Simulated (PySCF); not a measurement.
Species: C5H4F3 (doublet state).
Geometry (PBE0-D3(BJ)/def2-SVP, Å), atoms numbered from 1 in this order:
```
atom  x, y, z in Å
F1    -2.1349   -0.5181   -0.8716
C2    -1.5465    0.0181    0.2036
F3    -2.3510    0.9745    0.6694
F4    -1.4683   -0.9357    1.1330
C5    -0.1908    0.5730   -0.1557
C6     0.7359    0.9412    0.9707
C7     1.7102    0.0758    0.7019
C8     0.9206   -0.4720   -0.4776
H9    -0.3329    1.3464   -0.9259
H10    2.6865   -0.1711    1.1188
H11    1.3847   -0.3206   -1.4655
H12    0.5894   -1.5171   -0.3706
```

The hyperfine couplings belong to this conformer and change with its torsions.

Identity: `FC([C@H]1[C]=CC1)(F)F` [radical].

Theory: UKS B3LYP, IGLO-III on C F, pcH-1 on H, non-relativistic, mean-field spin-orbit, GIAO in PySCF 2.14.0. Isolated species at its PBE0-D3(BJ)/def2-SVP geometry, gas phase. The SCF solution wasn't tested for stability.

Problem. The isotropic 13C couplings are +389.3, +82.7, +28.0, +8.0, -2.0 MHz. Assign them to C2; C5; C6; C7; C8.

Solution. 
```json
{"site": "C2", "a_iso (MHz)": "-2.0", "ρ(0) (bohr⁻³)": "-0.0018", "position": "2 bonds from C6", "distance from C6 (Å)": "2.58", "spin population": "0.00", "largest |T| (MHz)": "1.9"}
{"site": "C5", "a_iso (MHz)": "+28.0", "ρ(0) (bohr⁻³)": "+0.0249", "position": "1 bond from C6", "distance from C6 (Å)": "1.50", "spin population": "+0.06", "largest |T| (MHz)": "25.6"}
{"site": "C6", "a_iso (MHz)": "+389.3", "ρ(0) (bohr⁻³)": "+0.3463", "position": "largest spin population", "distance from C6 (Å)": "0.00", "spin population": "+0.89", "largest |T| (MHz)": "126.0"}
{"site": "C7", "a_iso (MHz)": "+8.0", "ρ(0) (bohr⁻³)": "+0.0071", "position": "1 bond from C6", "distance from C6 (Å)": "1.33", "spin population": "-0.05", "largest |T| (MHz)": "28.0"}
{"site": "C8", "a_iso (MHz)": "+82.7", "ρ(0) (bohr⁻³)": "+0.0736", "position": "2 bonds from C6", "distance from C6 (Å)": "2.03", "spin population": "+0.07", "largest |T| (MHz)": "15.3"}
```

Problem. Match the computed a_iso(1H) values +21.9, +18.6, +16.4, -1.0 MHz with the sites H9; H10; H11; H12.

Solution. 
| site | a_iso (MHz) | ρ(0) (bohr⁻³) | position | distance from C6 (Å) | bound to | spin population there | largest \|T\| (MHz) |
| --- | --- | --- | --- | --- | --- | --- | --- |
| H9 | -1.0 | -0.0002 | 2 bonds from C6 | 2.21 | C5 | +0.06 | 12.4 |
| H10 | +16.4 | +0.0037 | 2 bonds from C6 | 2.25 | C7 | -0.05 | 10.6 |
| H11 | +21.9 | +0.0049 | 3 bonds from C6 | 2.82 | C8 | +0.07 | 5.9 |
| H12 | +18.6 | +0.0042 | 3 bonds from C6 | 2.80 | C8 | +0.07 | 5.9 |

ρ(0) is the spin density at the nucleus and T the dipolar tensor; entries for several nuclei are means. The largest Mulliken spin populations are on C6 (+0.89) and C8 (+0.07). No atom but C6 exceeds +0.15.

β density exceeds α density at some nuclei, such as C2 (-0.0018), spin density in bohr⁻³. In a single determinant that takes different orbitals for the two spins, that is spin polarisation.

Class means assume fast exchange of nuclei equivalent by connectivity; if that motion is slow, each nucleus keeps its own coupling. The three 19F nuclei of mean +1.7 MHz run from -1.6 to 7.2 MHz in the frozen geometry.
